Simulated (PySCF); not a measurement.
Stepwise substitution at one centre (Al SiH3-H). Gas-phase values, no solvent. Strings in code marks are SMILES.

These are PySCF 2.14.0 with PBE-D3(BJ)/def2-TZVP values and carry that method's errors. All candidates: neutral, multiplicity 1. 

The dipole moment is 0.08 D, the HOMO comes out as -6.33 eV and the HOMO–LUMO gap is 2.96 eV.

Identify which member has these values.
A) `[AlH3]`
B) `[AlH2][SiH3]`
C) `[SiH3][Al]([SiH3])[SiH3]`

C, `[SiH3][Al]([SiH3])[SiH3]`. The others give `[AlH2][SiH3]`: 0.23 D, -6.56 eV, 3.67 eV; `[AlH3]`: 0.00 D, -7.29 eV, 4.75 eV
